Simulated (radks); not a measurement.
Eu3+, configuration [Xe] 4f6 (the NIST ground configuration). Method: Dirac Kohn-Sham, PBE, spin-unpolarised, spherical densities, finite nucleus; open shells fill j = l - 1/2 first; Fermi nuclear charge, rms radius 5.1115 fm; computed with a radial shooting solver on a logarithmic mesh with Libxc functionals.

Normalised radial functions P(r) = r R(r) (large component), r in bohr:

| r | 4d5/2 | 4f5/2 |
|---|---|---|
| 0.000799 | 0.0000 | 0.0000 |
| 0.0009154 | 0.0000 | 0.0000 |
| 0.001057 | 0.0000 | 0.0000 |
| 0.001211 | 0.0000 | 0.0000 |
| 0.001399 | 0.0000 | 0.0000 |
| 0.001603 | 0.0000 | 0.0000 |
| 0.001836 | 0.0000 | 0.0000 |
| 0.00212 | 0.0000 | 0.0000 |
| 0.002429 | 0.0001 | 0.0000 |
| 0.002783 | 0.0001 | 0.0000 |
| 0.003214 | 0.0002 | 0.0000 |
| 0.003683 | 0.0002 | 0.0000 |
| 0.004253 | 0.0004 | 0.0000 |
| 0.004873 | 0.0005 | 0.0000 |
| 0.005582 | 0.0008 | 0.0000 |
| 0.006447 | 0.0012 | 0.0000 |
| 0.007386 | 0.0017 | 0.0000 |
| 0.008462 | 0.0025 | 0.0000 |
| 0.009773 | 0.0038 | 0.0000 |
| 0.0112 | 0.0055 | 0.0000 |
| 0.01293 | 0.0081 | 0.0001 |
| 0.01481 | 0.0117 | 0.0001 |
| 0.01697 | 0.0167 | 0.0002 |
| 0.0196 | 0.0243 | 0.0004 |
| 0.02246 | 0.0343 | 0.0006 |
| 0.02594 | 0.0491 | 0.0009 |
| 0.02971 | 0.0682 | 0.0015 |
| 0.03404 | 0.0936 | 0.0024 |
| 0.03932 | 0.1293 | 0.0040 |
| 0.04504 | 0.1730 | 0.0063 |
| 0.0516 | 0.2278 | 0.0098 |
| 0.0596 | 0.2989 | 0.0155 |
| 0.06828 | 0.3781 | 0.0237 |
| 0.07885 | 0.4724 | 0.0365 |
| 0.09034 | 0.5663 | 0.0540 |
| 0.1035 | 0.6568 | 0.0787 |
| 0.1195 | 0.7360 | 0.1149 |
| 0.1369 | 0.7793 | 0.1610 |
| 0.1569 | 0.7749 | 0.2208 |
| 0.1812 | 0.6998 | 0.3007 |
| 0.2076 | 0.5499 | 0.3921 |
| 0.2398 | 0.3042 | 0.5041 |
| 0.2747 | 0.0007 | 0.6202 |
| 0.3147 | -0.3465 | 0.7397 |
| 0.3634 | -0.7194 | 0.8606 |
| 0.4164 | -1.0296 | 0.9590 |
| 0.4809 | -1.2649 | 1.0346 |
| 0.5509 | -1.3681 | 1.0702 |
| 0.6312 | -1.3483 | 1.0673 |
| 0.729 | -1.2115 | 1.0237 |
| 0.8351 | -1.0085 | 0.9502 |
| 0.9568 | -0.7757 | 0.8537 |
| 1.105 | -0.5381 | 0.7368 |
| 1.266 | -0.3491 | 0.6207 |
| 1.462 | -0.1998 | 0.4992 |
| 1.675 | -0.1062 | 0.3913 |
| 1.919 | -0.0504 | 0.2944 |
| 2.216 | -0.0199 | 0.2072 |
| 2.539 | -0.0072 | 0.1410 |
| 2.909 | -0.0022 | 0.0906 |
| 3.36 | -0.0005 | 0.0524 |
| 3.849 | -0.0001 | 0.0286 |
| 4.445 | 0.0000 | 0.0134 |
| 5.093 | 0.0000 | 0.0058 |

4d5/2: eigenvalue -163.76 eV, 1 radial node at r = 0.275 bohr, <r> = 0.656 bohr, 90 % of the charge inside 0.986 bohr. 4f5/2: eigenvalue -33.241 eV, 0 radial nodes, <r> = 0.874 bohr, 90 % of the charge inside 1.49 bohr.
